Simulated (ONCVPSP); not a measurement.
**What one change does to a pseudopotential (molybdenum (Mo), ONCV)**

| Item | Value |
| --- | --- |
| Element | Mo |
| Generator | ONCVPSP 4.0.1 |
| Type | optimised norm-conserving Vanderbilt (ONCV) |
| Functional | PW91 |
| Relativity | fully relativistic |
| Frozen core | [Ar] 3d10 |
| Valence charge | 14 |
| Reference configuration | 4s2 4p6 4d5 (charge +1) |
| Partial waves | 4s: rc 1.10 bohr, ncon 4, nbas 7, qcut 4.6 1/bohr, 2 projectors, debl 1.9 Ha; 4p: rc 2.10 bohr, ncon 4, nbas 8, qcut 8.1 1/bohr, 2 projectors, debl 1.4 Ha; 4d: rc 2.25 bohr, ncon 4, nbas 8, qcut 5.8 1/bohr, 1 projector |
| Local potential | polynomial inside 0.80 bohr (lpopt 5, dvloc0 3 Ha) |
| Core correction | polynomial model core, fcfact 0.6 |

Open shells are filled in proportion to 2j + 1.

In the s channel the program set the typed energies aside and used -2.615, 0.250 Ha. In the p channel the program set the typed energies aside and used -1.637, 0.250 Ha (j = l + 1/2; the other j can differ).

Change: d: rc 1.58.

Cutoffs: the cutoffs (Ha) at which the residual kinetic energy of the hardest occupied pseudo-wave falls to 1 and 0.1 mHa per electron; they do not see the model core or the augmentation charge, which bear on the density cutoff. Errors are all-electron minus pseudo energies relative to the spin-unpolarised reference configuration.

**Question.** Predict the effect on cutoff, ghosts and configuration errors.

**Answer.** The potential gets neither clearly harder nor softer (96 Ha and 111 Ha → 96 Ha and 111 Ha); the s channel sets the loose cutoff, while the largest relative change is in d, which becomes harder; of the 4 tests that both files solve, the error grows in 0 and shrinks in 4 by more than 15 % and 0.3 meV (median size 5.7 → 1.2 meV); neither file shows a bound ghost. Less of the atom is replaced, so other configurations are described better.

| quantity | base | changed |
| --- | --- | --- |
| cutoff, loose | 96 Ha | 96 Ha |
| cutoff, tight | 111 Ha | 111 Ha |
| loose cutoff by channel | s 96 Ha, p 14 Ha, d 14 Ha | s 96 Ha, p 14 Ha, d 20 Ha |
| bound ghosts | none | none |
| GHOST(+) flags under 300 eV | s at 43.6 eV | s at 43.6 eV |
| error for 4s2 4p6 4d5 5s1, meV [ΔE -6.94 eV] | +1.0 | -0.3 |
| error for 4s2 4p6 4d4, meV [ΔE 15.52 eV] | +2.7 | +1.4 |
| error for 4s2 4p6 4d3, meV [ΔE 42.33 eV] | +36 | +12 |
| error for 4s2 4p6 4d4 5s1 5p1, meV [ΔE -3.19 eV] | +8.7 | -1.0 |
| s: phases at 1.12 bohr within 0.05 rad from the reference energy up to (Ha; the scan ends near 5) | 1.6 | 1.6 |
| p3/2: phases at 2.13 bohr within 0.05 rad from the reference energy up to (Ha; the scan ends near 5) | 4.8 | 4.8 |
| p1/2: phases at 2.13 bohr within 0.05 rad from the reference energy up to (Ha; the scan ends near 5) | 4.8 | 4.8 |
| rms error of d²Exc/dni dnj with the model core, mHa | 5.32 | 5.28 |
